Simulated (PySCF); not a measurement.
How methods differ on the excitation energy of Si⁺

Si⁺ [Ne] 3s2 3p1 (2P) → Si⁺ [Ne] 3s1 3p2 (4P), as a difference of total energies. Computed with PySCF 2.14 in aug-cc-pCVTZ-DK (8s7p5d3f, 75 functions), with scalar relativity by spin-free X2C-1e. Correlated levels: valence: [Ne] frozen; valence and next inner shell: 1s2 frozen; nothing frozen. The calculations carry no spin-orbit coupling.

Q: Order these methods by the excitation energy they give, lowest first.
A. UHF
B. r2SCAN
C. B97-3
D. MP2 (valence and next inner shell)

A: A (3.945 eV), B (4.725 eV), D (4.988 eV), C (5.508 eV).

Errors of the correlated levels include the incompleteness of this basis and the frozen core.

For comparison: 5.308 eV (measured; NIST levels, between the centres of gravity of the two terms).
